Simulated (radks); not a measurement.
Results of a calculation; reference values are marked as such.
Species: V3+. Configuration: [Ar] 3d2.

Code: a radial shooting solver on a logarithmic mesh with Libxc functionals. Model: scalar-relativistic Kohn-Sham, BLYP, spin-unpolarised, spherical densities, finite nucleus; Fermi nuclear charge, rms radius 3.6002 fm.

Energy parts (eV):
total: -25780.351
kinetic: 26022.031
electron-nucleus: -60672.080
Hartree: 10081.179
exchange-correlation: -1211.481

Orbitals (lengths in bohr, moments of r in powers of bohr):
orbital  occ.  eigenvalue (eV)     <r^2>
1s          2        -5401.379  0.005936
2s          2        -637.6858    0.1124
2p          6        -538.3830   0.09257
3s          2        -103.5768     1.011
3p          6         -77.1522     1.158
3d          2         -36.9382     1.749

The highest occupied level is 3d at -36.938 eV. For comparison, the ionisation energy in NIST's Atomic Spectra Database is 46.709 eV (measured). In exact Kohn-Sham theory the highest level is minus the ionisation energy, but local and semilocal functionals leave it too shallow, through self-interaction and a potential that decays too fast; potentials with the right tail come closer. The electron density at the nucleus is 9948 e/bohr^3 (large components only).

Beside tabulated values, note that spin-unpolarised runs miss the spin-polarisation part of the exchange energy of open shells.
